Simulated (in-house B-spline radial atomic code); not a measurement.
Settings and results of a run for Ce⁺ (an excited or competing configuration). Computed with a B-spline radial code for spherical atoms: Dirac-Hartree-Fock, average of the jj configuration, Fermi nucleus of rms radius 4.8771 fm.

In the input, a minus or plus after the letter marks the j = l - 1/2 or j = l + 1/2 subshell.

Command:
```bash
python run_scf.py task.json out
```
Settings (nuclear radius in fm, mass in u):
```
Z                58
configuration    1s2 2s2 2p6 3s2 3p6 3d10 4s2 4p6 4d10 4f-1 5s2 5p6 5d-1 5d+1
hamiltonian      dirac
method           hf
spin_polarised   False
nucleus          fermi
rms_radius       4.8771
atomic_mass      139.90545
speed_of_light   137.035999084
```

Output (hartree, bohr):
```
 radial grid: 81 intervals, B-splines of order 8, outer radius 60 bohr

 iter        energy (Eh)    residual
    1       -8851.348740    6.04e-01
    2       -8857.025832    3.22e-01
    3       -8860.638255    7.29e-02
    4       -8860.875314    2.11e-02
    5       -8860.889049    7.46e-03
    6       -8860.893823    2.01e-03
    7       -8860.893873    7.43e-04
    8       -8860.893891    9.51e-05
    9       -8860.893892    9.05e-06
   10       -8860.893892    6.14e-07
   11       -8860.893892    8.43e-08

 total energy                     -8860.89389
 kinetic                            9505.5145
 electron-nucleus                 -21577.4414
 electron-electron                  3211.0330

 first-order corrections (not in the total)
   Gaunt                             8.2566
   retardation                      -0.8606
   frequency dependence             -0.0944
   self-energy                       5.6752
   Uehling                          -0.8366
   Wichmann-Kroll                    0.0224
   recoil                            0.0229

 orbital      occ     eigenvalue          <r>       <r^2>       <1/r>       r_max    small
 1s1/2      2.000     -1495.0479    0.0245684 0.000820592     63.3413     0.01574  4.61e-02
 2s1/2      2.000      -243.4633     0.104627   0.0129789     14.9528     0.08912  1.00e-02
 2p1/2      2.000      -229.2593    0.0880435  0.00955677     14.8941     0.06806  1.00e-02
 2p3/2      4.000      -212.7929    0.0942036   0.0108108     13.5015     0.07328  9.43e-03
 3s1/2      2.000       -54.2407     0.277096   0.0878668      5.4142      0.2541  3.10e-03
 3p1/2      2.000       -48.2020     0.267337   0.0830562     5.31556      0.2414  3.02e-03
 3p3/2      4.000       -44.8822     0.279173   0.0903749     4.97241      0.2525  2.86e-03
 3d3/2      4.000       -34.4591       0.2507   0.0741045     4.82292      0.2033  2.73e-03
 3d5/2      6.000       -33.7437     0.254341   0.0761201     4.73664      0.2065  2.68e-03
 4s1/2      2.000       -11.8184     0.636916    0.457044     2.21921      0.5927  9.28e-04
 4p1/2      2.000        -9.5034     0.656698     0.48965     2.11357      0.6029  8.62e-04
 4p3/2      4.000        -8.7635     0.681942    0.527805     2.00786       0.626  8.15e-04
 4d3/2      4.000        -4.9021     0.739589    0.633251     1.78433      0.6487  6.68e-04
 4d5/2      6.000        -4.7231     0.748862    0.648829     1.75625      0.6566  6.53e-04
 4f5/2      1.000        -0.6687      1.04627     1.40835     1.24183      0.7126  3.52e-04
 5s1/2      2.000        -2.0086      1.54674     2.68619    0.849219       1.385  1.91e-04
 5p1/2      2.000        -1.3062      1.72719     3.37623    0.754968       1.511  1.55e-04
 5p3/2      4.000        -1.1846      1.80452     3.68493    0.716872       1.575  1.42e-04
 5d3/2      1.000        -0.3843        2.824     9.40014    0.457277       2.188  5.94e-05
 5d5/2      1.000        -0.3700      2.91539     10.0215    0.441426       2.252  5.49e-05
```

Cost of the run: 1.6 s on 1 thread of Arm Neoverse V2, on a shared host.

For the Dirac Hamiltonian the kinetic term is c α·p + (β - 1)c².
